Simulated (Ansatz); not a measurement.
Al₉P₉H₂₄⁻, a nanocrystal cut from wurtzite AlP (hydrogen-capped). The state is a doublet with charge -1. Geometry PBE-D4/def2-SVP, that of the neutral singlet; atoms count from 1.

```tsv
atom	x (Å)	y (Å)	z (Å)
Al1	-1.016	4.558	1.233
P2	-3.018	3.101	1.240
P3	0.534	2.823	0.567
Al4	0.815	1.145	2.246
Al5	-2.948	0.754	0.678
P6	-1.241	-0.139	2.102
P7	2.480	-0.400	1.504
Al8	2.995	-2.083	3.167
Al9	-0.999	-2.472	1.614
P10	0.788	-3.200	3.067
Al11	0.149	2.056	-1.664
P12	-1.845	0.689	-1.448
P13	1.846	0.469	-2.224
Al14	2.191	-1.324	-0.681
Al15	-1.635	-1.602	-2.116
P16	0.009	-2.380	-0.557
Al17	1.689	-0.295	-4.516
P18	-0.455	-1.498	-4.221
H19	-0.783	4.977	2.762
H20	-1.249	5.604	0.041
H21	-3.689	3.184	2.501
H22	-4.050	3.671	0.427
H23	1.813	3.468	0.500
H24	1.033	1.707	3.724
H25	-4.367	0.026	0.749
H26	-1.818	-0.107	3.413
H27	3.670	0.394	1.394
H28	3.082	-1.432	4.629
H29	4.045	-3.149	2.594
H30	-2.328	-3.350	1.729
H31	0.218	-3.293	4.376
H32	0.950	-4.600	2.819
H33	-0.067	3.214	-2.742
H34	-2.802	1.240	-2.362
H35	3.065	1.223	-2.163
H36	3.310	-2.377	-1.117
H37	-2.993	-2.439	-2.174
H38	0.214	-3.754	-0.912
H39	1.367	0.925	-5.504
H40	2.781	-1.429	-4.816
H41	-1.412	-1.052	-5.187
H42	-0.331	-2.850	-4.671
```

Single mean-field runs in def2-TZVP are fitted with def2-universal-jkfit. The highest occupied level of the charge -1 doublet lies above zero (up to 0.24 eV). By energy differences its removal costs 0.82 eV (vertical, to the charge 0 singlet, at PBE0-D4/def2-TZVP); self-interaction error and the lack of diffuse functions both raise the level.

Problem. Estimate the Mulliken populations of the heavy atoms from the PBE0/def2-TZVP orbitals of Ansatz.

Solution. 
```json
{"atom": "Al1", "charge (e)": "0.19", "spin (α − β)": "0.04"}
{"atom": "P2", "charge (e)": "-0.22", "spin (α − β)": "0.01"}
{"atom": "P3", "charge (e)": "-0.28", "spin (α − β)": "-0.01"}
{"atom": "Al4", "charge (e)": "0.26", "spin (α − β)": "0.06"}
{"atom": "Al5", "charge (e)": "0.30", "spin (α − β)": "-0.01"}
{"atom": "P6", "charge (e)": "-0.33", "spin (α − β)": "0.12"}
{"atom": "P7", "charge (e)": "-0.28", "spin (α − β)": "-0.01"}
{"atom": "Al8", "charge (e)": "0.19", "spin (α − β)": "0.04"}
{"atom": "Al9", "charge (e)": "0.30", "spin (α − β)": "-0.01"}
{"atom": "P10", "charge (e)": "-0.22", "spin (α − β)": "0.01"}
{"atom": "Al11", "charge (e)": "0.26", "spin (α − β)": "0.06"}
{"atom": "P12", "charge (e)": "-0.33", "spin (α − β)": "0.12"}
{"atom": "P13", "charge (e)": "-0.28", "spin (α − β)": "-0.01"}
{"atom": "Al14", "charge (e)": "0.26", "spin (α − β)": "0.06"}
{"atom": "Al15", "charge (e)": "0.30", "spin (α − β)": "-0.01"}
{"atom": "P16", "charge (e)": "-0.33", "spin (α − β)": "0.12"}
{"atom": "Al17", "charge (e)": "0.19", "spin (α − β)": "0.04"}
{"atom": "P18", "charge (e)": "-0.22", "spin (α − β)": "0.01"}
```
Mulliken values and Mayer orders depend strongly on the basis.

Problem. Where does the spin sit?

Solution. Summed by element: Al 0.27, P 0.35, H 0.38, of 1 unpaired in all. Largest on single atoms: P6 0.12, P12 0.12, P16 0.12.

Problem. And the Mayer bond orders between bonded heavy atoms (over 0.3)?

Solution. Al1–P2 0.66 (2.48 Å); Al1–P3 0.80 (2.42 Å); P2–Al5 0.73 (2.42 Å); P3–Al4 0.81 (2.39 Å); P3–Al11 0.81 (2.39 Å); Al4–P6 0.80 (2.43 Å); Al4–P7 0.81 (2.39 Å); Al5–P6 0.83 (2.40 Å); Al5–P12 0.83 (2.40 Å); P6–Al9 0.83 (2.40 Å); P7–Al8 0.80 (2.42 Å); P7–Al14 0.81 (2.39 Å); Al8–P10 0.66 (2.48 Å); Al9–P10 0.73 (2.42 Å); Al9–P16 0.83 (2.40 Å); Al11–P12 0.80 (2.43 Å); Al11–P13 0.81 (2.39 Å); P12–Al15 0.83 (2.40 Å); P13–Al14 0.81 (2.39 Å); P13–Al17 0.80 (2.42 Å); Al14–P16 0.80 (2.43 Å); Al15–P16 0.83 (2.40 Å); Al15–P18 0.73 (2.42 Å); Al17–P18 0.66 (2.48 Å).
